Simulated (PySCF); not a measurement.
**Removing the step error of a finite difference**

System: C2H8GeO3 (SMILES C[CH2][Ge]([OH])([OH])[OH]), singlet, at a GFN2-xTB geometry, atoms displaced at random by about 0.03 Å a coordinate. Level: HF/STO-3G, gradient in PySCF. Sums are taken with unrounded values, so a last digit can differ.

Central differences of the energy along y of atom 7 gave a gradient component of 0.051445 Eh/bohr at step 0.05 and 0.046223 Eh/bohr at step 0.2 (atomic units).

Task: Extrapolate to zero step.

Result: The leading error of a symmetric difference goes as h², so A(h) = A0 + c h². Then c = (0.046223 - (0.051445))/(0.2² - 0.05²) = -0.139 (atomic units) and A0 = 0.051445 - c × 0.05² = 0.051793 Eh/bohr. The analytic value from the same program and level is 0.051789 Eh/bohr: the smaller step missed it by -0.000344, the extrapolation by 0.000005.
